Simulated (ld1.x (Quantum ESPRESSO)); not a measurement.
**Building the PAW potential for Eu (PBEsol, scalar-relativistic).**

* Element: europium
* Generator: ld1.x (Quantum ESPRESSO) 7.5
* Type: PAW
* Functional: PBEsol
* Relativity: scalar-relativistic
* Frozen core: [Kr] 4d10
* Valence charge: 17
* Reference configuration: 4f7 5s2 5p6 5d0 6s1 6p0 (charge +1)
* Partial waves: 5s (bound): rcut 1.80, rcutus 2.40 bohr; 6s (bound): rcut 1.80, rcutus 2.40 bohr; 5p (bound): rcut 2.10, rcutus 2.30 bohr; 6p (bound, empty): rcut 2.10, rcutus 2.30 bohr; 5d (bound, empty): rcut 3.50, rcutus 4.10 bohr; 5d channel at 2.65 Ry: rcut 3.50, rcutus 4.10 bohr; 4f (bound): rcut 1.15, rcutus 1.35 bohr; 4f channel at 4.7 Ry: rcut 1.15, rcutus 1.35 bohr
* Local potential: all-electron potential smoothed inside 2.25 bohr (lloc = -1)
* Core correction: Bessel-smoothed model core inside 1.35 bohr
* Augmentation charge: PSQ, inside the norm-conserving radii

All-electron outer shells of the reference configuration (PBEsol, scalar-relativistic, ld1.x):

```
shell  level (eV)  outermost node (bohr)  outermost maximum (bohr)
   4p     -264.20                   0.30                      0.55
   4d     -140.90                   0.27                      0.57
   5s      -50.96                   0.67                      1.23
   5p      -30.04                   0.72                      1.41
   4f       -8.95                      –                      0.60
   6s       -8.52                   1.66                      3.38
   5d       -7.14                   0.82                      2.08
   6p       -5.30                   1.99                      4.29
```

Results:

```
Configuration tests                       : test run stopped at test 3 of 7 (negative rho)
Lowest eigenvalue of the overlap operator : -0.15 (p channel); it is negative, so in a basis up to 400 Ry S is not positive definite and the file is unfit for use
Density cutoff estimated by the generator : 466 Ry
```

The ghost test of this file was not conclusive. Its overlap operator is not positive definite in a basis up to 400 Ry (lowest eigenvalue p -0.15), so the file is unfit for use: the generalised eigenproblem breaks down once the basis is large enough, and its test numbers describe a broken file.

Generation and tests took about 2.8 s on one core of a shared server CPU.
